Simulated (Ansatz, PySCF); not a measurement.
Here is a job for Ansatz (a program for electronic structure).
Ansatz 0.2 input:
```yaml
crystal:
  periodic: [false, false, false]
  atoms:
    - {symbol: C, position_ang: [1.54142272, 0.18311695, 0.07975642]}
    - {symbol: C, position_ang: [0.07138669, 0.53451852, -0.14861004]}
    - {symbol: O, position_ang: [-0.41703977, 1.46322027, 0.79751519]}
    - {symbol: C, position_ang: [-0.80427176, -0.72431902, -0.02258355]}
    - {symbol: O, position_ang: [-0.58733415, -1.69928917, -0.86014047]}
    - {symbol: H, position_ang: [2.18285044, 1.03527118, -0.13625431]}
    - {symbol: H, position_ang: [1.69413775, -0.12110415, 1.11339392]}
    - {symbol: H, position_ang: [1.81031220, -0.64058882, -0.57574117]}
    - {symbol: H, position_ang: [-0.04855535, 0.93452005, -1.16902904]}
    - {symbol: H, position_ang: [0.17392987, 2.22374107, 0.82017486]}
    - {symbol: H, position_ang: [-0.74767697, -1.08961125, 1.03606120]}
    - {symbol: H, position_ang: [-1.88123248, -0.41357578, -0.03898029]}
basis:
  gaussian:
    orbitals: STO-3G
hamiltonian:
  xc: blyp
magnetization: {spin_polarized: true, initial_magnetization: 1}
accuracy: high
```

Convert this to an input for PySCF.

This is not unique; one that fits is 
```python
from pyscf import gto, scf, dft

mol = gto.M(
    atom='''
C     1.54142272    0.18311695    0.07975642
C     0.07138669    0.53451852   -0.14861004
O    -0.41703977    1.46322027    0.79751519
C    -0.80427176   -0.72431902   -0.02258355
O    -0.58733415   -1.69928917   -0.86014047
H     2.18285044    1.03527118   -0.13625431
H     1.69413775   -0.12110415    1.11339392
H     1.81031220   -0.64058882   -0.57574117
H    -0.04855535    0.93452005   -1.16902904
H     0.17392987    2.22374107    0.82017486
H    -0.74767697   -1.08961125    1.03606120
H    -1.88123248   -0.41357578   -0.03898029
''',
    basis='sto-3g',
    spin=1,
    verbose=4,
)

mf = dft.UKS(mol)
mf.xc = 'blyp'
mf.grids.atom_grid = (99, 590)
mf.grids.prune = None
mf.kernel()
```

Both were run: Ansatz gave -265.210671 Eh and PySCF -265.210671 Eh, 0.000 mEh apart.
